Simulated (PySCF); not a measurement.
# Energy of B⁺ (boron, charge +1) between two integer charges

The 2s beta orbital of [He] 2s2 is emptied in steps (occupation f), with all orbitals relaxed, ending at [He] 2s1. Computed with PySCF 2.14 in aug-pcseg-2 (5s4p3d2f, 46 functions), with no relativity, point nucleus. The exact energy is a straight line in f; departures are measured from the line between the end points of the same method.

Question: Among UHF, LDA, PBE, PBE0, LC-wPBE, BHandHLYP, B3LYP, BLYP, which shows the largest delocalisation error (convex curve), and which is closest to linear?

Answer: Most convex: BLYP (-1.291 eV at f = 0.5); closest to linear: UHF (0.068 eV).

```csv
f,UHF (eV),LDA (eV),PBE (eV),PBE0 (eV),LC-wPBE (eV),BHandHLYP (eV),B3LYP (eV),BLYP (eV)
1,0.000,0.000,0.000,0.000,0.000,0.000,0.000,0.000
0.9,0.027,-0.464,-0.460,-0.341,-0.080,-0.237,-0.376,-0.469
0.7,0.060,-1.074,-1.063,-0.788,-0.183,-0.558,-0.875,-1.090
0.5,0.068,-1.264,-1.250,-0.926,-0.213,-0.672,-1.038,-1.291
0.3,0.055,-1.043,-1.030,-0.764,-0.178,-0.574,-0.867,-1.074
0.1,0.023,-0.433,-0.422,-0.312,-0.078,-0.251,-0.365,-0.448
0,0.000,0.000,0.000,0.000,0.000,0.000,0.000,0.000
```

| method | E(f=0) − E(f=1) (eV) | −ε at f=1 (eV) | −ε at f=0.5 (eV) |
| --- | --- | --- | --- |
| UHF | 23.465 | 23.769 | 23.452 |
| LDA | 24.574 | 19.407 | 24.666 |
| PBE | 24.649 | 19.527 | 24.742 |
| PBE0 | 24.600 | 20.803 | 24.669 |
| LC-wPBE | 24.724 | 23.824 | 24.744 |
| BHandHLYP | 24.604 | 21.973 | 24.557 |
| B3LYP | 24.784 | 20.600 | 24.806 |
| BLYP | 24.652 | 19.432 | 24.697 |

As f goes to zero the orbital energy of a semilocal functional can turn back, because the density of that orbital vanishes from the exchange-correlation potential.

Reference removal energy between the ground levels: 25.155 eV (measured; NIST Atomic Spectra Database, ionization energies). UHF lacks correlation.
